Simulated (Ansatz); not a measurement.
**Molecular dynamics of C$_{3}$H$_{9}$B**

input.yaml

```yaml
crystal:
  periodic: [false, false, false]
  atoms:
    - { symbol: B, position_ang: [0.002388, -0.000794, -0.00425] }
    - { symbol: C, position_ang: [-0.028368, 0.014698, 1.576546] }
    - { symbol: H, position_ang: [-1.002606, -0.223411, 2.037132] }
    - { symbol: H, position_ang: [0.746099, -0.642829, 2.014491] }
    - { symbol: H, position_ang: [0.250174, 1.037628, 1.907014] }
    - { symbol: C, position_ang: [1.386219, 0.041445, -0.766509] }
    - { symbol: H, position_ang: [1.549856, -0.96246, -1.212531] }
    - { symbol: H, position_ang: [1.368244, 0.733377, -1.629168] }
    - { symbol: H, position_ang: [2.267419, 0.266869, -0.141853] }
    - { symbol: C, position_ang: [-1.353535, -0.056519, -0.81622] }
    - { symbol: H, position_ang: [-1.931721, -0.956625, -0.528269] }
    - { symbol: H, position_ang: [-2.000347, 0.794007, -0.521518] }
    - { symbol: H, position_ang: [-1.253822, -0.045485, -1.914866] }
basis:
  gaussian: { orbitals: "6-31G*" }
hamiltonian:
  xc: pbe
  dispersion: d4
md:
  timestep: 0.5
  n_steps: 100
  ensemble: nve
  temperature: 300.0
  initial_velocities: maxwell_boltzmann
  seed: 639669
```

Command:

```bash
$ ansatz run input.yaml --threads 1 --pin off --max-ram 2048MiB --backend cpu --events-out ev --progress --plain --runs-dir out
```

It starts from a relaxed structure.

Output, in part (step lines, the closing report, with atoms numbered from 0):

```
md step     0: t =     0.00 fs  T =   300.0 K  F+E_penalty+E_count = -3928.67754080 eV  E_kin = 0.426558 eV  conserved = -3928.25098281 eV  (26 SCF iters)
[... lines left out ...]
Total energy: -3928.43651489 eV, -144.3673791322 hartree
Atom 0 at     0.016171    -0.001787     0.039405 Å, force    -0.490955    -0.055157    -1.724079 eV/Å
Atom 1 at    -0.016615    -0.010263     1.570479 Å, force    -0.437016     0.542813     0.635817 eV/Å
Atom 2 at    -1.062901     0.178613     1.866979 Å, force     0.051950    -0.570759     0.540895 eV/Å
Atom 3 at     0.394657    -0.979019     1.903280 Å, force    -0.336113    -0.170249     0.270138 eV/Å
Atom 4 at     0.584718     0.756543     2.076678 Å, force     0.374771     0.132644    -0.080963 eV/Å
Atom 5 at     1.356368     0.102440    -0.787294 Å, force     1.055405    -0.029626     0.476661 eV/Å
Atom 6 at     1.673249    -0.910183    -1.147417 Å, force    -0.239865     0.213899     0.123425 eV/Å
Atom 7 at     1.320009     0.725914    -1.706331 Å, force    -0.099875    -0.051495     0.245323 eV/Å
Atom 8 at     2.203776     0.448573    -0.124778 Å, force    -0.411169    -0.090597    -0.611162 eV/Å
Atom 9 at    -1.348755    -0.093028    -0.807107 Å, force     0.817569    -0.708715    -0.496417 eV/Å
Atom 10 at    -2.239150    -0.532899    -0.364498 Å, force    -0.227624    -0.516106     0.618634 eV/Å
Atom 11 at    -1.676127     0.941985    -0.948896 Å, force     0.107635     0.556505    -0.529807 eV/Å
Atom 12 at    -1.194054    -0.612149    -1.801364 Å, force    -0.164713     0.746842     0.531534 eV/Å
Dipole moment:     0.019737    -0.002772     0.026616 e Å
```

The steps, from the saved trajectory:

```csv
time (fs),T (K),potential energy less start (eV),conserved less start (meV/atom)
0,300,0.000,0.00
1.5,229,0.102,0.14
3,156,0.208,0.23
4.5,170,0.186,0.09
6,144,0.222,0.09
7.5,77,0.320,0.22
9,99,0.288,0.21
10.5,195,0.150,0.05
12,201,0.142,0.07
13.5,140,0.230,0.22
15,163,0.197,0.14
16.5,193,0.152,0.06
18,146,0.220,0.16
19.5,122,0.255,0.23
21,195,0.150,0.11
22.5,239,0.087,0.03
24,173,0.183,0.17
25.5,137,0.235,0.20
27,163,0.195,0.08
28.5,137,0.233,0.11
30,85,0.309,0.21
31.5,114,0.266,0.18
33,184,0.165,0.06
34.5,173,0.182,0.11
36,138,0.233,0.19
37.5,159,0.202,0.12
39,169,0.188,0.10
40.5,140,0.230,0.17
42,147,0.220,0.19
43.5,211,0.127,0.10
45,233,0.096,0.08
46.5,188,0.161,0.16
48,157,0.205,0.15
49.5,141,0.227,0.12
```

All steps were run. The conserved energy stayed within 0.25 meV per atom of its start (net change 0.12 meV per atom), so the integration is sound. A run of 0.05 ps of so small a system gives no equilibrium averages.

The same pairs are bonded in the first frame and the last. Pairs count as bonded within 1.25 times the sum of covalent radii (0.12 Å more for H–H).

Last frame:

```xyz
13
Properties=species:S:1:pos:R:3
B 0.016 -0.002 0.039
C -0.017 -0.010 1.571
H -1.063 0.179 1.867
H 0.395 -0.979 1.903
H 0.585 0.756 2.077
C 1.356 0.102 -0.787
H 1.673 -0.910 -1.147
H 1.320 0.726 -1.706
H 2.204 0.449 -0.125
C -1.349 -0.093 -0.807
H -2.239 -0.533 -0.364
H -1.676 0.942 -0.949
H -1.194 -0.612 -1.801
```

The run took 4.1 min on 1 thread of Arm Neoverse V2 (shared host), peak memory 0.11 GiB.
